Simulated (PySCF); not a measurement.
## Electronic absorption of C7H9NO

Compound: C7H9NO.
Z-matrix (Å and degrees, PBE0-D3(BJ)/def2-SVP geometry), rows numbered from 1:
```
C 
O   1  1.3931
C   2  1.3898  1  113.59
C   3  1.5013  2  110.76  1   179.18
C   4  1.3937  3  121.67  2    -4.04
C   5  1.3951  4  118.66  3  -179.55
N   6  1.3295  5  123.93  4     0.06
C   7  1.3315  6  117.18  5    -0.08
C   8  1.3920  7  123.70  6     0.02
H   1  1.1081  2  111.95  3    61.10
H   1  1.0986  2  107.88  3  -179.56
H   1  1.1082  2  111.95  3   -60.19
H   3  1.1118  2  110.87  1    58.19
H   3  1.1113  2  111.02  1   -59.40
H   5  1.0904  4  119.88  3     0.61
H   6  1.0966  5  119.72  4  -179.94
H   8  1.0965  7  116.43  6  -179.91
H   9  1.0937  4  121.00  3    -0.59
```

The calculation used PySCF, TDDFT wB97X-D/def2-SVPD, vertical, gas phase, core orbitals frozen in the response.

```
state  E (eV)  E (hartree)       f  |μ| (D)     main configurations (H = HOMO, L = LUMO)
   S1    5.10       0.1875  0.0041     0.46                                    H→L (97%)
   S2    5.39       0.1981  0.0002     0.10                                  H→L+1 (99%)
   S3    5.59       0.2054   0.029     1.18       H-1→L (60%), H-2→L+1 (17%), H-2→L (8%)
   S4    6.31       0.2317  0.0038     0.40      H-2→L (41%), H-1→L+1 (38%), H-1→L (12%)
   S5    6.96       0.2557   0.309     3.42      H-2→L (36%), H-1→L+1 (31%), H-3→L (14%)
   S6    7.18       0.2639   0.376     3.72                   H-2→L+1 (63%), H-1→L (18%)
   S7    7.46       0.2742   0.078     1.67  H-2→L+2 (36%), H-1→L+2 (23%), H-3→L+2 (14%)
   S8    7.49       0.2754   0.368     3.60                   H-3→L (68%), H-1→L+1 (14%)
   S9    7.70       0.2828   0.010     0.59  H-1→L+3 (41%), H-1→L+2 (23%), H-2→L+2 (13%)
  S10    7.77       0.2856   0.023     0.89        H→L+3 (39%), H→L+2 (25%), H→L+4 (21%)
```

Triplets, Tamm–Dancoff:

```json
{"state": "T1", "E (eV)": "4.34", "λ (nm)": "285.8", "main configurations (H = HOMO, L = LUMO)": "H-1→L+1 (48%), H-2→L (16%), H-1→L (13%)"}
{"state": "T2", "E (eV)": "4.45", "λ (nm)": "278.5", "main configurations (H = HOMO, L = LUMO)": "H→L (91%)"}
{"state": "T3", "E (eV)": "4.76", "λ (nm)": "260.6", "main configurations (H = HOMO, L = LUMO)": "H-1→L (77%), H-2→L (13%)"}
{"state": "T4", "E (eV)": "4.98", "λ (nm)": "249.1", "main configurations (H = HOMO, L = LUMO)": "H-2→L (41%), H-1→L+1 (38%), H-3→L (16%)"}
```

The lowest singlet lies at 5.10 eV (243 nm, ultraviolet) and is very weak; its leading configuration is HOMO→LUMO (97%). The largest oscillator strength of a single state is 0.376. Löwdin shares by element: HOMO nitrogen 59%, carbon 26% or more; LUMO carbon 50% or more, nitrogen 20% (atoms not listed hold the other 30%). Of the 10 states listed, 7 reach f = 0.01 and 1 stays under 0.0005. Orbital energies (eV): HOMO-3 -10.16, HOMO-2 -9.57, HOMO-1 -9.29, HOMO -9.23, LUMO 1.01, LUMO+1 1.38, LUMO+2 2.17. The listed states span 2.67 eV, and the widest gap between neighbours is 0.72 eV (S3 to S4). The vertical ionisation energy (ΔSCF) is 9.34 eV, 1.57 eV above S10. Singlets were solved by full linear response, triplets in the Tamm–Dancoff approximation.

One conformer stands for the species.
